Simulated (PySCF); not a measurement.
Ni: electron affinity

Ni⁻ [Ar] 3d9 4s2 (2D) → Ni [Ar] 3d8 4s2 (3F), as a difference of total energies. All numbers are calculated (PySCF 2.14, the non-relativistic Hamiltonian (point nucleus), in aug-cc-pVTZ with one added diffuse shell each of s, p, d, f, g type (9s8p6d4f3g, 118 functions)). Correlated levels: valence: [Ar] frozen. The calculations carry no spin-orbit coupling.

```csv
method,electron affinity (eV)
UHF,-1.423
PBE,2.094
PBE0,1.338
M06,1.793
r2SCANh,1.100
B3LYP,1.565
MP2 (valence),1.415
```

Task: Estimate what r2SCAN gives.

Result: 1.309 eV, closest to PBE0 among the rows shown.

Task: Estimate what SCS-MP2 (valence) gives.

Result: 1.085 eV, closest to r2SCANh among the rows shown.

A first-order spin-orbit estimate (lowest level to lowest level, LS coupling) adds -0.053 eV.

These non-relativistic numbers lack the scalar-relativistic shift.

Errors of the correlated levels include the incompleteness of this basis and the frozen core.

A negative affinity means that the anion lies above the atom at that level of theory.

In the anion the highest occupied orbital energy is positive at PBE, PBE0, r2SCAN, M06, r2SCANh, B3LYP, a self-interaction effect; the basis confines that electron, and the energy difference can still be sensible.

For comparison: 1.157 eV (measured; photodetachment measurements, as compiled on the Wikipedia data page of electron affinities).
